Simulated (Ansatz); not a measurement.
Species: Cl$_{3}$Si, SMILES `Cl[Si](Cl)Cl` (charge 0, multiplicity 2).

Task: Give a relaxed geometry from Ansatz (an electronic-structure program) with B3LYP-D3(BJ)/def2-TZVP.

Result: the end point of this relaxation (outside a Z-matrix the atoms follow the SMILES, hydrogens last).
Bond lengths (Å): Cl1–Si2 2.058, Si2–Cl3 2.058, Si2–Cl4 2.058. Bond angles (°): Cl1–Si2–Cl3 109.4, Cl1–Si2–Cl4 109.4, Cl3–Si2–Cl4 109.4.
